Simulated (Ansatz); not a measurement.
Basis-set extrapolation for CH7BN2O, SMILES `NBOCN` (PBE0-D4/def2-TZVP geometry, frozen core, Ansatz 0.2.0). Multiplicity 1, RHF reference.

```csv
,def2-TZVPP,def2-QZVPP
HF,-250.581219,-250.593671
MP2 correlation,-0.935454,-1.002894
CCSD(T) correlation,-1.006396,not run
```

Energies in hartree. Use E(X) = E(∞) + A·exp(−7.88·√X) for Hartree–Fock and E(X) = E(∞) + B·X^(−2.97) for correlation, with X = 3 and 4, and add CCSD(T) minus MP2 of the smaller set to the MP2 limit.

Question: What is the CCSD(T) energy at the basis-set limit?

Answer: HF limit: -250.593671 + (-0.012452) × 0.13774 = -250.59539. MP2 limit: -1.002894 + (-0.067440) × 0.74074 = -1.05285. Higher-order term: -1.006396 − (-0.935454) = -0.07094. Total: -251.71918 hartree, 82.6 kcal/mol below CCSD(T)/def2-TZVPP.
